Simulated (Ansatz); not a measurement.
Geometry optimisation, Ansatz 0.2.0, RKS PBE/def2-SVP.

Input:

```yaml
crystal:
  periodic: [false, false, false]
  atoms:
    - { symbol: Sn, position_ang: [0.20728, 0.0, -0.086211] }
    - { symbol: H, position_ang: [0.125571, 0.0, 1.651984] }
    - { symbol: H, position_ang: [1.878683, 0.0, -0.522727] }
    - { symbol: H, position_ang: [-0.558984, 1.422657, -0.67851] }
    - { symbol: H, position_ang: [-0.558984, -1.422657, -0.67851] }
    - { symbol: Br, position_ang: [-3.154325, 0.0, 1.67574] }
    - { symbol: H, position_ang: [-1.690941, 0.0, 2.046334] }
basis:
  gaussian: { orbitals: def2-SVP }
hamiltonian:
  xc: pbe
relax:
  f_tol: 0.03
  max_steps: 50
```

Command:

```bash
$ ansatz run input.yaml --threads 1 --pin off --max-ram 2048MiB --backend cpu --events-out ev --progress --plain --runs-dir out
```

Task: Where does it end, and by what steps?

Result: The forces met the threshold. After 3 steps the energy has fallen by 0.072 eV; Br6 moved furthest, 0.34 Å.

```json
{"step": "0", "energy less start (eV)": "0.0000", "largest force component (eV/Å)": "1.177", "accepted": "yes"}
{"step": "1", "energy less start (eV)": "-0.0619", "largest force component (eV/Å)": "0.349", "accepted": "yes"}
{"step": "2", "energy less start (eV)": "-0.0699", "largest force component (eV/Å)": "0.076", "accepted": "yes"}
{"step": "3", "energy less start (eV)": "-0.0717", "largest force component (eV/Å)": "0.026", "accepted": "yes"}
```

```xyz
7
Properties=species:S:1:pos:R:3
Sn 0.320 0.000 -0.158
H 0.199 0.000 1.571
H 1.990 0.000 -0.587
H -0.446 1.415 -0.771
H -0.446 -1.415 -0.771
Br -3.390 0.000 1.920
H -1.979 0.000 2.204
```

Run time: 11 s on 1 thread of Arm Neoverse V2, on a shared host, peak memory 0.12 GiB.
